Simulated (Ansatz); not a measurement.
Two isomers of C2H7BOSi: A = `CC1([SiH3])BO1`, B = `COB1C[SiH2]1`.

Calculated with Ansatz (gas phase, PBE0-D4/def2-TZVP geometries, no zero-point term in ΔE). CBS: MP2 limit from def2 TZ/QZ plus the TZ coupled-cluster correction, frozen cores. DFT in def2-TZVPP. B3LYP here is the variant with VWN-RPA as its local correlation; programs differ in this. One conformer a species, not always the lowest.

Problem. Which isomer does CCSD(T)/CBS put lower? Give the gap. (An estimate is asked.)

Solution. Ansatz gave: A, by 3.6 kcal/mol.

Problem. Give E(B) − E(A) in kcal/mol with HF/def2-TZVPP, CCSD/def2-TZVPP, MP2/def2-TZVPP, CCSD(T)/def2-TZVPP, B3LYP, PBE-D4, r2SCAN-D4. (Estimate.)

Solution. Ansatz gave: HF/def2-TZVPP 3.7, CCSD/def2-TZVPP 3.4, MP2/def2-TZVPP 5.3, CCSD(T)/def2-TZVPP 3.7, B3LYP 1.9, PBE-D4 0.9, r2SCAN-D4 2.0. None reverses the order clearly.

Largest T1 diagnostic: 0.015.

The D4 term adds +1.0 kcal/mol with B3LYP and +0.5 kcal/mol with PBE0; it sums over pairs of atoms, weighted by their polarisabilities, and B3LYP, whose exchange is more repulsive, gets the larger term.
